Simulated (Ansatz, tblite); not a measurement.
Removing and adding an electron: SnH2(NHEt)2 (C4H14N2Sn). Total charge 0; singlet. Geometry: PBE-D4/def2-SVP. Ansatz, gas phase; energy differences of separate SCF runs; the oxidised species was run as a doublet alone; the reduced species was run as a doublet alone.

```csv
atom,x (Å),y (Å),z (Å)
Sn1,-0.181,0.011,0.438
H2,-0.135,1.306,1.600
H3,-1.006,-1.394,1.052
N4,1.789,-0.134,-0.152
C5,2.874,-0.083,0.818
C6,3.080,-1.343,1.668
H7,1.930,-0.881,-0.843
H8,3.824,0.150,0.281
H9,2.699,0.788,1.490
H10,2.181,-1.563,2.284
H11,3.945,-1.238,2.356
H12,3.265,-2.230,1.025
N13,-1.089,0.304,-1.389
C14,-2.525,0.128,-1.551
C15,-3.412,1.244,-0.986
H16,-0.752,1.150,-1.862
H17,-2.750,0.003,-2.637
H18,-2.813,-0.840,-1.082
H19,-3.279,1.344,0.113
H20,-4.489,1.052,-1.181
H21,-3.157,2.224,-1.441
```

In the def2 sets Sn takes a core potential; there is no spin–orbit coupling. The xTB rows come from tblite.

(1) Estimate orbital energies and vertical ionisation energies and electron affinities at: GFN1-xTB; GFN2-xTB; HF/def2-TZVP; HF/def2-TZVPD; PBE-D4/def2-TZVP; PBE-D4/def2-TZVPD; PBE0-D4/def2-TZVP; PBE0-D4/def2-TZVPD.

Results:

(1) 
```tsv
level	−HOMO (eV)	vertical IE (eV)	−LUMO (eV)	vertical EA (eV)	HOMO–LUMO gap (eV)	IE − EA (eV)	remarks
GFN1-xTB	10.46	13.17	6.13	3.39	4.33	9.77	–
GFN2-xTB	9.86	12.58	6.27	3.63	3.60	8.95	–
HF/def2-TZVP	9.61	7.05	-2.75	–	12.36	–	–
HF/def2-TZVPD	9.63	–	-1.64	-1.61	11.27	–	HOMO above zero (-1 doublet)
PBE-D4/def2-TZVP	5.03	7.59	0.77	–	4.27	–	–
PBE-D4/def2-TZVPD	5.09	–	0.89	-0.72	4.20	–	HOMO above zero (-1 doublet)
PBE0-D4/def2-TZVP	6.35	7.98	-0.07	–	6.41	–	–
PBE0-D4/def2-TZVPD	6.38	–	0.07	-0.90	6.31	–	HOMO above zero (-1 doublet)
```

   A HOMO above zero means that the electron is unbound at that level or that self-interaction error raises the level; the energy of removing that electron tells which. Raw xTB energy differences between charge states are shifted by several eV; the methods need an empirical correction for them. A negative affinity means that the extra electron isn't bound; its size then hangs on the basis.
